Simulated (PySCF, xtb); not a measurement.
Si(F)2(Me)(Cl) (CH3ClF2Si), SMILES C[Si](F)(F)Cl.

Harmonic wavenumbers (cm⁻¹) from GFN2-xTB in xtb at its own minimum, in rising order: 75, 142, 151, 204, 231, 261, 511, 752, 814, 835, 875, 884, 1383, 1457, 1460, 3040, 3044, 3049.

### Question
What does PBE-D3(BJ)/def2-SVP (PySCF) give at its own minimum? (An estimate is asked for; the answer gives what the named calculation found.)

### Answer
129, 173, 191, 245, 282, 319, 525, 712, 761, 786, 888, 949, 1233, 1373, 1376, 2990, 3094, 3098. Paired by order, the mean absolute difference is 54 cm⁻¹ and the zero-point energies are 27.4 and 27.3 kcal/mol.
